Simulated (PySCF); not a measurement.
# Bond curve of RbMg⁻

Set-up: PySCF, scalar-relativistic core potentials, basis sets Rb def2-SVPD with ECP28, Mg def2-SVPD. Energies in eV from Rb⁻ + Mg in their ground configurations at the same level. State: ¹Σ⁺ (singlet), closed shell.

```csv
R (Å),PBE0
3.867,-0.1945
4.047,-0.2278
4.227,-0.2453
4.362,-0.2512
4.497,-0.2525
4.632,-0.2506
4.812,-0.2445
5.037,-0.2333
5.306,-0.2171
5.666,-0.1938
```

Put a parabola through the three lowest points of the PBE0 curve and estimate Re, k and ωe (reduced mass 18.7 u; 1 eV/Å² = 0.16022 mdyn/Å; ωe = 1302.8·√(k/μ) cm⁻¹).

Through R = 4.362, 4.497, 4.632 Å the second-order coefficient is 0.0878 eV/Å², so Re ≈ 4.484 Å, k ≈ 0.0281 mdyn/Å and ωe ≈ 51 cm⁻¹. A polynomial fit of higher order to the unrounded PBE0 energies gives Re = 4.479 Å, k = 0.0299 mdyn/Å, ωe = 52.1 cm⁻¹; anharmonicity and rounding make the difference.

The higher-order fit for each curve: PBE0: Re = 4.479 Å, ωe = 52.1 cm⁻¹, De = 0.253 eV.

Closed-shell solutions of metal pairs were not tested for spin polarisation, which can lower them a little. The bond is weak. Basis-set superposition, not corrected here, can be much of De in a small basis, most of all at correlated wavefunction levels. For an ion De counts to the pair picked by the measured ionisation energies or electron affinities, which need not be the lowest pair at this level. The highest Kohn–Sham level is positive in this anion. Much of that is self-interaction error, but it also means that the finite basis helps to hold the extra electron.
